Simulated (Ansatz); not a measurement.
Na4H4. The state is a singlet with charge 0. Geometry r2SCAN-D4/def2-SVP; atoms count from 1.

Cartesian coordinates in Å:
```
Na -1.046 0.390 -2.339
Na 1.350 -2.007 -0.931
Na -1.351 2.006 0.931
Na 1.047 -0.389 2.338
H 0.229 -1.208 -2.446
H -0.225 1.211 2.445
H -1.802 1.798 -1.057
H 1.798 -1.802 1.058
```

Another isomer (singlet) lies 0.18 eV lower at PBE0-D4/def2-TZVP; other spin states weren't run for this one.

(1) Estimate the Mulliken populations from the PBE0/def2-TZVP orbitals of Ansatz.

Answers

(1) 
```tsv
atom	charge (e)
Na1	0.37
Na2	0.37
Na3	0.37
Na4	0.37
H5	-0.37
H6	-0.37
H7	-0.37
H8	-0.37
```
Mulliken values depend strongly on the basis.
